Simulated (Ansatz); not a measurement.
`[F][AlH][Br]` + `N[SiH3]` → `[F][AlH][NH][SiH3]` + HBr at 700 K and 1 bar (ligand exchange at the Al–Br bond).

Gas-phase electronic energies from Ansatz, PBE0-D4/def2-TZVP geometries. CCSD(T)/CBS adds triple-zeta CCSD(T) − MP2 to the extrapolated MP2 energy (def2 sets, frozen cores). This one scheme is used for every species. For Br outer-core shells are correlated without core-valence functions, which leaves a few kJ/mol of doubt a bond. Scalar relativity is left out up to krypton. Each species was taken in one conformer, which may not be the lowest.

```
             species  CCSD(T)/CBS energy (Eh)  H − E (kJ/mol)  S (J/(mol·K))
      `[F][AlH][Br]`              -2915.86674            68.0          351.0
           `N[SiH3]`               -346.80422           180.7          336.3
`[F][AlH][NH][SiH3]`               -688.73064           206.6          447.7
                 HBr              -2573.91920            36.5          223.7
```

H − E and S are ideal-gas, rigid-rotor, harmonic terms from PBE0-D4/def2-TZVP, for one conformer and one mirror image of each species. 1 Eh = 2625.50 kJ/mol, R = 8.31446 J/(mol·K).

By hand: ΔE, ΔH, ΔS and ΔG.

ΔE = (-688.73064) + (-2573.91920) − (-2915.86674) − (-346.80422) = 0.02112 Eh = 55.5 kJ/mol. Δ(H − E) = 206.6 + 36.5 − 68.0 − 180.7 = -5.6, so ΔH = 49.9 kJ/mol. ΔS = 447.7 + 223.7 − 351.0 − 336.3 = -15.9 J/(mol·K). ΔG = 49.9 − 700 × (-15.9)/1000 = 61.0 kJ/mol.

By hand: the equilibrium constant, and the temperature at which ΔG would vanish if ΔH and ΔS stayed fixed.

log₁₀ K = −ΔG/(RT ln 10) = -4.6. ΔH and −TΔS have one sign here, so there is no such temperature.

ΔH outweighs TΔS. A doubt of 5 kJ/mol in ΔE shifts log₁₀ K by 0.4 here. Other conformers and mirror images would add mixing entropy, several J/(mol·K) or more a flexible species. These are equilibria of isolated gas molecules and say nothing of rates. Largest T1 diagnostic: 0.012 (customary marks: 0.02 for closed shells, 0.045 for open ones).
